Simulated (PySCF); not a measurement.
Molecule: SMILES O[B-](O)(O)O, [BH₄O₄]-.

Atom-mapped SMILES (the numbers label the heavy atoms): `[OH:1][B-:2]([OH:3])([OH:4])[OH:5]`; H(Xn) means a hydrogen on atom n.

Geometry PBE0-D3(BJ)/def2-SVP throughout; GIAO in PySCF 2.14.0 with density-fitted response routines, gas phase, one conformer, non-relativistic; equivalent atoms averaged; functional PBE0.

**Question.** How do the absolute shieldings σ depend on the basis set? (ppm; last column core-seconds on shared hosts with different chips, so compare them loosely)

**Answer.** 
| basis set | functions | O1/O3/O4/O5 | B2 | H(O1)/H(O3)/H(O4)/H(O5) | core-s |
| --- | --- | --- | --- | --- | --- |
| STO-3G | 29 | 360.7 | 119.6 | 37.83 | 1.4 |
| 6-31G | 53 | 275.4 | 114.3 | 33.90 | 2.8 |
| pcSseg-0 | 53 | 282.7 | 105.1 | 33.75 | 2 |
| 6-31G* | 78 | 279.7 | 112.4 | 33.32 | 3.9 |
| def2-SVP | 90 | 284.8 | 110.1 | 32.62 | 4.3 |
| cc-pVDZ | 90 | 285.6 | 114.1 | 33.09 | 3.6 |
| pcSseg-1 | 105 | 271.1 | 100.4 | 32.17 | 6.3 |
| aug-cc-pVDZ | 151 | 273.3 | 108.2 | 32.32 | 7.6 |
| 6-311+G(2d,p) | 159 | 262.7 | 101.9 | 32.53 | 10 |
| def2-TZVP | 179 | 266.8 | 101.1 | 32.58 | 12 |
| cc-pVTZ | 206 | 268.5 | 101.3 | 32.25 | 11 |
| IGLO-III | 215 | 261.3 | 98.3 | 32.23 | 12 |
| pcSseg-2 | 236 | 262.4 | 97.5 | 31.88 | 15 |

**Question.** Which nucleus moves most, in ppm?

**Answer.** O1/O3/O4/O5 (oxygen bonded to B, H): from 261.3 ppm with IGLO-III to 360.7 ppm with STO-3G. The smallest spread is 5.95 ppm, at H(O1)/H(O3)/H(O4)/H(O5).

**Question.** Taking the largest basis, pcSseg-2 (236 functions), as the yardstick, rank the others by their worst heavy-atom deviation.

**Answer.** IGLO-III 1.1 ppm (215 functions), 6-311+G(2d,p) 4.4 ppm (159 functions), def2-TZVP 4.4 ppm (179 functions), cc-pVTZ 6.1 ppm (206 functions), pcSseg-1 8.7 ppm (105 functions), aug-cc-pVDZ 10.9 ppm (151 functions), 6-31G 16.7 ppm (53 functions), 6-31G* 17.3 ppm (78 functions), pcSseg-0 20.3 ppm (53 functions), def2-SVP 22.4 ppm (90 functions), cc-pVDZ 23.2 ppm (90 functions), STO-3G 98.3 ppm (29 functions).

A small basis that lands close on one nucleus may do so by chance; judge by the trend and by all nuclei.
